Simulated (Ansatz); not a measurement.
Gas-phase electronic energies from Ansatz, PBE0-D4/def2-TZVP geometries. CCSD(T)/CBS adds triple-zeta CCSD(T) − MP2 to the extrapolated MP2 energy (def2 sets, frozen cores). This one scheme is used for every species. Functionals use def2-TZVPP. B3LYP here is the variant with VWN-RPA as its local correlation; programs differ in this. HSE06 is defined as in plane-wave codes. For Ge outer-core shells are correlated without core-valence functions, which leaves a few kJ/mol of doubt a bond. Scalar relativity is left out up to krypton. Each species was taken in one conformer, which may not be the lowest.

Consider the ligand exchange at a B–O bond: `BOC=N` + `C[NH][GeH3]` → `B[N](C)[GeH3]` + `N=CO`.

```csv
level,ΔE (kJ/mol),difference from CCSD(T)/CBS
LDA (SPW92),-61.7,-15.3
revPBE-D4,-52.8,-6.4
BLYP-D4,-47.6,-1.2
r2SCAN-D4,-49.8,-3.4
B97M-V,-46.0,0.4
PBE0-D4,-50.9,-4.5
B3LYP-D4,-45.6,0.8
r2SCANh-D4,-49.0,-2.6
HSE06-D4,-51.0,-4.6
BHLYP-D4,-41.5,4.9
CAM-B3LYP-D4,-44.2,2.2
ωB97X-V,-44.3,2.1
ωB97M-V,-46.6,-0.2
B2PLYP,-44.6,1.8
PBE-QIDH,-49.0,-2.6
PBE,-51.9,-5.5
revPBE,-48.0,-1.6
BLYP,-43.1,3.3
r2SCAN,-49.2,-2.8
PBE0,-48.9,-2.5
B3LYP,-42.0,4.4
r2SCANh,-48.4,-2.0
r2SCAN0,-47.2,-0.8
HSE06,-49.0,-2.6
BHLYP,-38.1,8.3
CAM-B3LYP,-42.1,4.3
LC-ωPBE,-46.3,0.1
RPA@PBE/def2-TZVPP,-45.8,0.6
HF/def2-SVP,-28.8,17.6
MP2/def2-SVP,-48.1,-1.7
CCSD(T)/def2-SVP,-45.0,1.4
HF/def2-TZVPP,-27.1,19.3
SCS-MP2/def2-TZVPP,-45.8,0.6
CCSD/def2-TZVPP,-44.6,1.8
CCSD(T)/def2-TZVPP,-47.8,-1.4
HF/def2-QZVPP,-26.1,20.3
SCS-MP2/def2-QZVPP,-44.7,1.7
HF/CBS(def2),-26.0,20.4
MP2/CBS(def2),-49.6,-3.2
CCSD/CBS(def2),-43.2,3.2
CCSD(T)/CBS,-46.4,0
```

Largest T1 diagnostic among the species: 0.015.

In def2-TZVPP, CCSD(T) changes the Hartree–Fock value by −20.7 kJ/mol (the triples alone add −3.2 kJ/mol) and MP2 by −23.9 kJ/mol. From BLYP to BHLYP (50 % exact exchange), in def2-TZVPP and without D4, ΔE moves by +4.9 kJ/mol.
